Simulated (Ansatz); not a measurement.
CH$_{4}$F$_{2}$GeOSe, SMILES `C[O][Ge]([F])([F])[SeH]`, relaxed with RKS PBE0-D4/def2-TZVP in the Gaussian-basis code of Ansatz from a PBE-D4/def2-SVP geometry. The force threshold is 0.005 eV/Å; the program also tests the step.

The species carries charge 0 and has multiplicity 1.

Start:

```xyz
10

C    -1.223   -0.798   -0.669
O    -0.937    0.006    0.473
Ge    0.523    1.009    0.501
F     0.411    2.281   -0.690
F     0.447    1.787    2.053
Se    2.538   -0.113    0.091
H    -1.532   -0.182   -1.542
H    -0.357   -1.429   -0.974
H    -2.063   -1.469   -0.398
H     2.193   -1.091    1.156
```

| step | energy (eV) | largest force (eV/Å) | largest move (Å) |
| --- | --- | --- | --- |
| 1 | -130434.6691 | 0.689 | 0.000 |
| 2 | -130434.7209 | 0.356 | 0.033 |
| 3 | -130434.7291 | 0.098 | 0.027 |
| 4 | -130434.7295 | 0.048 | 0.018 |
| 5 | -130434.7299 | 0.019 | 0.009 |
| 6 | -130434.7301 | 0.012 | 0.021 |
| 7 | -130434.7301 | 0.008 | 0.005 |
| 8 | -130434.7301 | 0.005 | 0.018 |
| 9 | -130434.7302 | 0.003 | 0.005 |

End:

```xyz
10

C    -1.231   -0.788   -0.678
O    -0.913   -0.018    0.471
Ge    0.517    0.976    0.497
F     0.401    2.214   -0.693
F     0.443    1.759    2.017
Se    2.533   -0.095    0.110
H    -1.534   -0.150   -1.513
H    -0.390   -1.414   -0.995
H    -2.065   -1.436   -0.408
H     2.238   -1.047    1.191
```

Hardware: 3 threads of an AMD EPYC 7R13 on a shared host and a share of an NVIDIA H100 80 GB. Wall time 33 s, peak host memory 0.96 GiB.
